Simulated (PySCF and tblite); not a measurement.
Results of a calculation; reference values are marked as such.
C₈H₁₂, numbered as in [CH2:1]=[CH:2][C:3]1=[CH:4][CH2:5][CH2:6][CH2:7][CH2:8]1.

Free energies: B97-D-D3(BJ)/pcseg-1 (IEF-PCM, chloroform) on GFN2-xTB structures plus GFN2-xTB thermal terms, symmetry and mirror images included. Conformers within 2.5 kcal/mol (GFN2-xTB free energy) were kept, 5 at most. Run with PySCF (density fitting) and tblite.

Torsions listed: C1–C2–C3–C8. The 6-ring runs over atoms 3–4–5–6–7–8. Of a mirror pair one member is shown.

| conformer | shape | symmetry | E(GFN2) kcal/mol |
| --- | --- | --- | --- |
| 1 | 6-ring half-chair (ring torsions 15, -47, 64, -48, 16, 1°); -5° | C1 (pair) | 0.00 |
| 2 | 6-ring half-chair (ring torsions 16, -46, 64, -49, 18, -1°); 160° | C1 (pair) | 1.22 |

Which of these conformers is the most populated at 298.15 K, and with what share?

Conformer 1, about 100 %.

Give the DFT energies and free energies relative to the lowest, and all weights.


```json
{"conformer": "1", "shape": "6-ring half-chair (ring torsions 15, -47, 64, -48, 16, 1°); -5°", "E(DFT) kcal/mol": "0.00", "G(298.15 K) kcal/mol": "0.00", "weight %": "99.7"}
{"conformer": "2", "shape": "6-ring half-chair (ring torsions 16, -46, 64, -49, 18, -1°); 160°", "E(DFT) kcal/mol": "3.67", "G(298.15 K) kcal/mol": "3.42", "weight %": "0.3"}
```

How does its share change from 250 K to 350 K?

From 100 % to 99 %; the mixing entropy goes from 1.39 to 1.46 cal/(mol K).
